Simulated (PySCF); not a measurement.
# Simulated characterisation data

PySCF 2.14.0 with density-fitted response routines calculation with σ from GIAO-PBE0/pcSseg-1 and geometry from GFN2-xTB; one computed conformer, averaged over atoms made equivalent by symmetry, fast rotation or ring inversion, relativity neglected, gas phase.

Shifts are taken against calculated references (same method and geometry level): TMS for 1H (31.72 ppm) and 13C (186.93 ppm). Splittings of carbon signals by F and P are missing where no couplings were computed. Where no couplings were computed, multiplicities follow the n + 1 count of equivalent neighbours, and m marks all less simple cases (inequivalent or close neighbours, rings, F or P nearby). Shifts are as computed. Against solution values, carbons near 30 ppm lie about +3 ppm off and those near 130 ppm about +5 ppm. Of 1211 compounds with measured shifts, 218 miss one by over three times the rms of a fit or turn the order of signals round; such compounds aren't used in these exercises.

Compound 1 (C₄H₁₁FOSi₂). 1H NMR (600 MHz, computed): δ 5.75 (m, 1H), 4.73 (m, 1H), 4.72 (m, 1H), 3.44 (s, 3H), 3.15 (m, 1H), 2.47 (m, 1H), 1.31 (d, 3H). 13C{1H} NMR (computed): δ 80.8 (CH), 59.9 (CH3), 45.8 (CH), 20.9 (CH3). Structure: SMILES CO[C@@H]1[SiH2][Si@H](F)[C@H]1C.

Compound 2 (C₆H₉FO₂). 1H NMR (600 MHz, computed): δ 4.02 (m, 1H), 3.48 (s, 3H), 3.34 (m, 1H), 2.71 (m, 1H), 2.42 (m, 1H), 2.20 (m, 1H), 1.76 (m, 1H). 13C{1H} NMR (computed): δ 172.8, 78.5, 59.0, 47.7, 31.0, 15.7. Structure: SMILES CO[C@@H]1CC[C@@H]1C(=O)F.
